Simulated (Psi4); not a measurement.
Relaxed torsion scan: SMILES CS/C=C\O (C3H6OS), singlet. Scanned: dihedral C1–S2–C3–C4; all other coordinates were relaxed at GFN2-xTB. Points at φ and −φ are mirror images.

Geometry of the scan point at 150° (Å):
```
11

C     -2.0276     0.0797    -0.3026
S     -0.5737     0.7493     0.5513
C      0.5957    -0.5218     0.1488
C      1.8966    -0.2843     0.0197
O      2.5014     0.9140     0.1411
H     -2.2659    -0.8989     0.1053
H     -1.8247     0.0151    -1.3677
H     -2.8445     0.7698    -0.1177
H      0.1828    -1.5095     0.0492
H      2.5985    -1.0758    -0.2005
H      1.8285     1.5913     0.3038
```

Calculation: DF-MP2 (frozen core)/cc-pVTZ // GFN2-xTB run with Psi4 1.11.

Scanned values (°): -165, -150, -135, -120, -105, -90, -75, -60, -45, -30, -15, 0, 15, 30, 45, 60, 75, 90, 105, 120, 135, 150, 165, 180.

Describe the profile: where are the wells and the tops?

Lower than their neighbours: -105° (0.0 kJ/mol), 105° (0.0 kJ/mol). Higher than their neighbours: 0° (31.0 kJ/mol), 180° (16.1 kJ/mol). The whole profile spans 31.0 kJ/mol.
